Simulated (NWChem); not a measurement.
# SiH2O, singlet; SMILES O[SiH]

Results from NWChem. Low-valent species are run as closed-shell singlets; no triplet was tried in these runs. Structure relaxed at the PBE-D3(BJ)/def2-SVP level. Ions are spin-unrestricted doublets at the neutral geometry; other ion states weren't tried. Functional: LC-ωPBE (HJS hole) with def2-SVP; the question gives the range parameter ω in 1/bohr.

### Question
What does the run give for range parameter (1/bohr) 0.30? Quantities: vertical ionisation energy, ΔSCF (eV); −ε(HOMO) (eV).

### Answer
```json
{
 "vertical ionisation energy, ΔSCF (eV)": "9.18",
 "−ε(HOMO) (eV)": "8.79"
}
```
